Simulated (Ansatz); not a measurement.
Ideal-gas functions of CH3BOS (`OBC=S`) at 400 K and 1 bar, from an Ansatz frequency run at PBE0-D4/def2-TZVP.

Molar mass 73.91 g/mol, point group Cs (symmetry number 1), electronic degeneracy 1, moments of inertia 11.086, 197.786, 208.872 u Å². Harmonic wavenumbers (cm⁻¹, unscaled): 39, 234, 400, 582, 788, 894, 940, 1023, 1112, 1196, 1266, 1430, 2619, 3079, 3880.

Use S(trans) = R[1.5 ln M + 2.5 ln T − 1.1517]; rotational temperatures θ = 24.2544 K / I; S(rot) = R[ln(√π/σ · √(T³/θAθBθC)) + 1.5]; for each mode x = 1.438777 ν̃/T, S = R[x/(eˣ − 1) − ln(1 − e⁻ˣ)] and H = RT x/(eˣ − 1); 1 cm⁻¹ = 0.0119627 kJ/mol; R = 8.31446 J/(mol·K).

By hand: the entropy, in J/(mol·K).

Translation 168.6. Rotation: θ = 2.1878, 0.1226, 0.1161 K, giving 106.4. Vibration, mode by mode: 24.65, 9.99, 5.97, 3.54, 1.97, 1.46, 1.28, 1.00, 0.77, 0.60, 0.49, 0.30, 0.01, 0.00, 0.00, in all 52.0. Electronic 0.0. Sum 327.0 J/(mol·K).

By hand: H − E and G − E in kJ/mol, counted from the electronic energy.

Zero-point energy ½ × 19482 × 0.0119627 = 116.5; thermal vibration 10.1; translation, rotation and pV give 4 RT = 13.3. H − E = 139.9 kJ/mol, and G − E = 139.9 − 400 × 327.0/1000 = 9.1 kJ/mol.

Vibration gives 16 % of the entropy, 24.7 J/(mol·K) of it from the mode under 150 cm⁻¹: soft modes count most, and the harmonic formula is weakest for them. The sum counts one conformer and one mirror image; others add a mixing term.
